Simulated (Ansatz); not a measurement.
**Molecular dynamics of Cl2H5HfNOSi**

input.yaml

```yaml
crystal:
  periodic: [false, false, false]
  atoms:
    - { symbol: Hf, position_ang: [0.018969, -0.198299, 0.049341] }
    - { symbol: "N", position_ang: [0.05876, -0.040819, 2.061973] }
    - { symbol: H, position_ang: [-0.585521, 0.506453, 2.643953] }
    - { symbol: H, position_ang: [0.738258, -0.503748, 2.678508] }
    - { symbol: Cl, position_ang: [2.093602, 0.578149, -0.817689] }
    - { symbol: O, position_ang: [-1.466861, 0.900968, -0.517744] }
    - { symbol: Si, position_ang: [-2.740256, 1.781947, -1.190265] }
    - { symbol: H, position_ang: [-4.001847, 1.466028, -0.437769] }
    - { symbol: H, position_ang: [-2.437643, 3.249031, -1.077435] }
    - { symbol: H, position_ang: [-2.899516, 1.402372, -2.634907] }
    - { symbol: Cl, position_ang: [-0.299346, -2.482981, -0.531466] }
basis:
  gaussian: { orbitals: def2-SVP }
hamiltonian:
  xc: pbe
md:
  timestep: 0.5
  n_steps: 250
  ensemble: nvt_langevin
  temperature: 1000.0
  initial_velocities: maxwell_boltzmann
  seed: 847255
  friction: 0.02
```

Command:

```bash
$ ansatz run input.yaml --threads 4 --pin off --max-ram 5120MiB --backend cpu --events-out ev --progress --plain --runs-dir out
```

It starts from a relaxed structure.

Output, in part (one step line in 5, the closing report, with atoms numbered from 0):

```
md step     0: t =     0.00 fs  T =   909.1 K  F+E_penalty+E_count = -37825.55711638 eV  E_kin = 1.292600 eV  (30 SCF iters)
md step     5: t =     2.50 fs  T =   871.6 K  F+E_penalty+E_count = -37825.46999009 eV  E_kin = 1.239253 eV  (31 SCF iters)
md step    10: t =     5.00 fs  T =   768.7 K  F+E_penalty+E_count = -37825.31542132 eV  E_kin = 1.093029 eV  (32 SCF iters)
md step    15: t =     7.50 fs  T =   687.2 K  F+E_penalty+E_count = -37825.19282871 eV  E_kin = 0.977082 eV  (32 SCF iters)
md step    20: t =    10.00 fs  T =   626.5 K  F+E_penalty+E_count = -37825.03447188 eV  E_kin = 0.890824 eV  (32 SCF iters)
md step    25: t =    12.50 fs  T =   704.7 K  F+E_penalty+E_count = -37825.00113444 eV  E_kin = 1.001927 eV  (32 SCF iters)
md step    30: t =    15.00 fs  T =   929.1 K  F+E_penalty+E_count = -37824.97700743 eV  E_kin = 1.321069 eV  (32 SCF iters)
md step    35: t =    17.50 fs  T =  1009.9 K  F+E_penalty+E_count = -37824.87616106 eV  E_kin = 1.435961 eV  (31 SCF iters)
md step    40: t =    20.00 fs  T =  1287.5 K  F+E_penalty+E_count = -37824.95242817 eV  E_kin = 1.830683 eV  (32 SCF iters)
md step    45: t =    22.50 fs  T =  1487.3 K  F+E_penalty+E_count = -37825.00754311 eV  E_kin = 2.114663 eV  (32 SCF iters)
md step    50: t =    25.00 fs  T =  1477.3 K  F+E_penalty+E_count = -37825.00200735 eV  E_kin = 2.100461 eV  (32 SCF iters)
md step    55: t =    27.50 fs  T =  1174.0 K  F+E_penalty+E_count = -37824.61004932 eV  E_kin = 1.669238 eV  (31 SCF iters)
md step    60: t =    30.00 fs  T =  1288.4 K  F+E_penalty+E_count = -37824.66156814 eV  E_kin = 1.831878 eV  (32 SCF iters)
md step    65: t =    32.50 fs  T =  1292.3 K  F+E_penalty+E_count = -37824.63219648 eV  E_kin = 1.837493 eV  (32 SCF iters)
md step    70: t =    35.00 fs  T =  1371.8 K  F+E_penalty+E_count = -37824.92699936 eV  E_kin = 1.950523 eV  (32 SCF iters)
md step    75: t =    37.50 fs  T =  1328.7 K  F+E_penalty+E_count = -37824.92515254 eV  E_kin = 1.889202 eV  (33 SCF iters)
md step    80: t =    40.00 fs  T =  1280.1 K  F+E_penalty+E_count = -37824.94719538 eV  E_kin = 1.820102 eV  (32 SCF iters)
md step    85: t =    42.50 fs  T =  1455.1 K  F+E_penalty+E_count = -37824.92779276 eV  E_kin = 2.068922 eV  (33 SCF iters)
md step    90: t =    45.00 fs  T =  1345.2 K  F+E_penalty+E_count = -37824.76693851 eV  E_kin = 1.912720 eV  (31 SCF iters)
md step    95: t =    47.50 fs  T =  1090.2 K  F+E_penalty+E_count = -37824.26975704 eV  E_kin = 1.550113 eV  (32 SCF iters)
md step   100: t =    50.00 fs  T =  1077.2 K  F+E_penalty+E_count = -37824.16332460 eV  E_kin = 1.531621 eV  (33 SCF iters)
md step   105: t =    52.50 fs  T =  1098.5 K  F+E_penalty+E_count = -37824.13254023 eV  E_kin = 1.561858 eV  (32 SCF iters)
md step   110: t =    55.00 fs  T =  1433.8 K  F+E_penalty+E_count = -37824.41656798 eV  E_kin = 2.038596 eV  (32 SCF iters)
md step   115: t =    57.50 fs  T =  1386.6 K  F+E_penalty+E_count = -37824.17457256 eV  E_kin = 1.971594 eV  (32 SCF iters)
md step   120: t =    60.00 fs  T =  1479.6 K  F+E_penalty+E_count = -37824.11042155 eV  E_kin = 2.103723 eV  (32 SCF iters)
md step   125: t =    62.50 fs  T =  1383.3 K  F+E_penalty+E_count = -37824.25914377 eV  E_kin = 1.966904 eV  (33 SCF iters)
md step   130: t =    65.00 fs  T =  1285.7 K  F+E_penalty+E_count = -37824.23944907 eV  E_kin = 1.828121 eV  (33 SCF iters)
md step   135: t =    67.50 fs  T =  1195.5 K  F+E_penalty+E_count = -37824.27577494 eV  E_kin = 1.699894 eV  (32 SCF iters)
md step   140: t =    70.00 fs  T =  1258.7 K  F+E_penalty+E_count = -37824.36699085 eV  E_kin = 1.789753 eV  (52 SCF iters)
md step   145: t =    72.50 fs  T =  1229.6 K  F+E_penalty+E_count = -37824.38719227 eV  E_kin = 1.748279 eV  (33 SCF iters)
md step   150: t =    75.00 fs  T =  1573.6 K  F+E_penalty+E_count = -37824.74596039 eV  E_kin = 2.237436 eV  (33 SCF iters)
md step   155: t =    77.50 fs  T =  1430.5 K  F+E_penalty+E_count = -37824.68033563 eV  E_kin = 2.034011 eV  (33 SCF iters)
md step   160: t =    80.00 fs  T =  1529.4 K  F+E_penalty+E_count = -37824.75884887 eV  E_kin = 2.174655 eV  (32 SCF iters)
md step   165: t =    82.50 fs  T =  1466.8 K  F+E_penalty+E_count = -37824.53146467 eV  E_kin = 2.085520 eV  (32 SCF iters)
md step   170: t =    85.00 fs  T =  1199.9 K  F+E_penalty+E_count = -37824.14848053 eV  E_kin = 1.706042 eV  (32 SCF iters)
md step   175: t =    87.50 fs  T =   884.7 K  F+E_penalty+E_count = -37823.77411728 eV  E_kin = 1.257908 eV  (32 SCF iters)
md step   180: t =    90.00 fs  T =   988.8 K  F+E_penalty+E_count = -37823.94932920 eV  E_kin = 1.405939 eV  (32 SCF iters)
md step   185: t =    92.50 fs  T =  1284.6 K  F+E_penalty+E_count = -37824.02237456 eV  E_kin = 1.826519 eV  (31 SCF iters)
md step   190: t =    95.00 fs  T =  1444.1 K  F+E_penalty+E_count = -37824.16275558 eV  E_kin = 2.053247 eV  (33 SCF iters)
md step   195: t =    97.50 fs  T =  1547.2 K  F+E_penalty+E_count = -37824.15658491 eV  E_kin = 2.199924 eV  (32 SCF iters)
md step   200: t =   100.00 fs  T =  1414.7 K  F+E_penalty+E_count = -37824.08742436 eV  E_kin = 2.011490 eV  (32 SCF iters)
md step   205: t =   102.50 fs  T =  1471.1 K  F+E_penalty+E_count = -37824.18913743 eV  E_kin = 2.091739 eV  (32 SCF iters)
md step   210: t =   105.00 fs  T =  1413.6 K  F+E_penalty+E_count = -37823.71647407 eV  E_kin = 2.009952 eV  (32 SCF iters)
md step   215: t =   107.50 fs  T =   992.0 K  F+E_penalty+E_count = -37823.15609125 eV  E_kin = 1.410546 eV  (32 SCF iters)
md step   220: t =   110.00 fs  T =  1029.2 K  F+E_penalty+E_count = -37823.27537341 eV  E_kin = 1.463435 eV  (33 SCF iters)
md step   225: t =   112.50 fs  T =  1511.0 K  F+E_penalty+E_count = -37823.84216541 eV  E_kin = 2.148479 eV  (33 SCF iters)
md step   230: t =   115.00 fs  T =  1555.8 K  F+E_penalty+E_count = -37824.15617074 eV  E_kin = 2.212174 eV  (32 SCF iters)
md step   235: t =   117.50 fs  T =  1888.1 K  F+E_penalty+E_count = -37824.29835831 eV  E_kin = 2.684600 eV  (32 SCF iters)
md step   240: t =   120.00 fs  T =  1672.7 K  F+E_penalty+E_count = -37824.08313325 eV  E_kin = 2.378332 eV  (31 SCF iters)
md step   245: t =   122.50 fs  T =  1570.2 K  F+E_penalty+E_count = -37823.96235359 eV  E_kin = 2.232672 eV  (32 SCF iters)
md step   250: t =   125.00 fs  T =  1124.3 K  F+E_penalty+E_count = -37823.56731676 eV  E_kin = 1.598578 eV  (34 SCF iters)
Total energy: -37823.56739422 eV, -1389.9904640029 hartree
Atom 0 at    -0.161163    -0.342595    -0.083396 Å, force     2.913456    -1.462742     0.711973 eV/Å
Atom 1 at     0.786579    -0.612146     1.735293 Å, force     0.112576     0.661542    -0.054292 eV/Å
Atom 2 at     0.422024    -1.270866     2.473842 Å, force     0.821653     0.885430    -0.502396 eV/Å
Atom 3 at     1.686132    -0.058914     1.956575 Å, force    -1.724215    -1.156342     0.087881 eV/Å
Atom 4 at     1.577054     1.088875    -0.935184 Å, force    -0.330164    -0.328192    -0.172974 eV/Å
Atom 5 at    -1.779894     0.615350    -0.238044 Å, force    -1.140471     0.804408     0.463556 eV/Å
Atom 6 at    -2.769058     1.920296     0.052662 Å, force    -5.447804    -2.206955    -2.533445 eV/Å
Atom 7 at    -3.700327     2.100950    -1.205768 Å, force     1.707398     0.807903     0.073256 eV/Å
Atom 8 at    -4.336808     1.642735     0.557319 Å, force     1.718585    -0.444509     0.521935 eV/Å
Atom 9 at    -2.385984     2.776568     1.042431 Å, force     1.400886     2.218599     1.703781 eV/Å
Atom 10 at    -0.605548    -2.670879    -0.417112 Å, force    -0.031901     0.220858    -0.299273 eV/Å
Dipole moment:     0.094572     0.263755     0.348406 e Å
```

All steps were run. The mean temperature of the second half is 36 % above the set value. A run of 0.12 ps of so small a system gives no equilibrium averages.

No bond is clearly made or broken; grazing contacts change: Hf1–Si7 3.62 → 3.46 Å. Pairs count as bonded within 1.25 times the sum of covalent radii (0.12 Å more for H–H).

Last frame:

```xyz
11
Properties=species:S:1:pos:R:3
Hf -0.161 -0.343 -0.083
N 0.787 -0.612 1.735
H 0.422 -1.271 2.474
H 1.686 -0.059 1.957
Cl 1.577 1.089 -0.935
O -1.780 0.615 -0.238
Si -2.769 1.920 0.053
H -3.700 2.101 -1.206
H -4.337 1.643 0.557
H -2.386 2.777 1.042
Cl -0.606 -2.671 -0.417
```

Time of the run: 11 min on 4 threads of Arm Neoverse V1 (shared host), peak memory 0.22 GiB.
